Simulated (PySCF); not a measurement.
## [La3]+ at several levels of theory

Computed with PySCF 2.14.0 (density fitting, no spin-orbit coupling) at the geometry relaxed with PBE0:

```xyz
3
[La3]+ (triplet)
La    1.8898    0.0000    0.0000
La   -0.9449    1.6367    0.0000
La   -0.9449   -1.6366    0.0000
```

```
level                    basis    state  HOMO (eV)  gap (eV)  charge on La1 (e)  population of f-type functions on La1 (core shells left out)  dipole about the centre of mass (D)  largest force component (eV/Å)
 PBE0   La def2-SVP with ECP46  triplet      -7.23      1.77               0.33                                                          0.02                                 0.00                            0.00
 BP86                 the same  triplet      -6.95      0.51               0.33                                                          0.02                                 0.00                            0.20
 PBE0  La def2-TZVP with ECP46  triplet      -7.15      1.76               0.33                                                          0.02                                 0.00                            0.02
 PBE0            La x2c-SVPall  triplet      -7.19      1.81               0.33                                                          0.03                                 0.00                            0.25
```

HOMO and gap are taken over both spins. Charges are Mulliken's, which hang on the basis. The relaxation used the grid (50, 194), these runs (75, 302) or, all-electron (x2c bases, spin-free X2C Hamiltonian), (99, 590).

(1) A further run in the first row's basis gives HOMO (eV) -7.87, gap (eV) 3.40, charge on La1 (e) 0.33, population of f-type functions on La1 (core shells left out) 0.02, dipole about the centre of mass (D) 0.00, largest force component (eV/Å) 0.03. Which level was it?
A. B3LYP
B. CAM-B3LYP
C. TPSS

Open shells may have lower solutions than the one found.

## Answers

(1) B. The others give HOMO -7.21 eV (B3LYP); -6.72 eV (TPSS).
